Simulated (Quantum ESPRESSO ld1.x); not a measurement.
Values are calculated unless marked as measured or tabulated.
Task: Isoelectronic series with 14 electrons, all held in the configuration [Ne] 3s2 3p2, which need not be the ground one along the series. Code: ld1.x of Quantum ESPRESSO 7.5. Model: scalar-relativistic Kohn-Sham, relativistic LDA (MacDonald-Vosko exchange, VWN5 correlation), spin-unpolarised, spherical densities, point nucleus. Total energies (hartree) and orbital eigenvalues (hartree):

| ion | E (hartree) | 3p | 3s | 2p | 2s |
|---|---|---|---|---|---|
| Si | -288.6965 | -0.1530 | -0.3995 | -3.5128 | -5.0937 |
| P+ | -340.2696 | -0.5256 | -0.8566 | -4.9658 | -6.7467 |
| S2+ | -396.3773 | -1.0318 | -1.4472 | -6.6968 | -8.6818 |
| Cl3+ | -457.0131 | -1.6617 | -2.1615 | -8.6938 | -10.8870 |
| Ar4+ | -522.1779 | -2.4111 | -2.9956 | -10.9515 | -13.3570 |
| K5+ | -591.8762 | -3.2776 | -3.9472 | -13.4671 | -16.0893 |
| Ca6+ | -666.1150 | -4.2598 | -5.0152 | -16.2390 | -19.0824 |
| Ti8+ | -828.2490 | -6.5678 | -7.4977 | -22.5482 | -25.8496 |
| V9+ | -916.1653 | -7.8927 | -8.9116 | -26.0847 | -29.6237 |
| Cr10+ | -1008.6633 | -9.3312 | -10.4406 | -29.8756 | -33.6587 |
| Mn11+ | -1105.7560 | -10.8832 | -12.0846 | -33.9209 | -37.9551 |

Estimate the row of Sc7+.

Result: E (hartree) -744.9026; 3p -5.3567; 3s -6.1988; 2p -19.2662; 2s -22.3359.
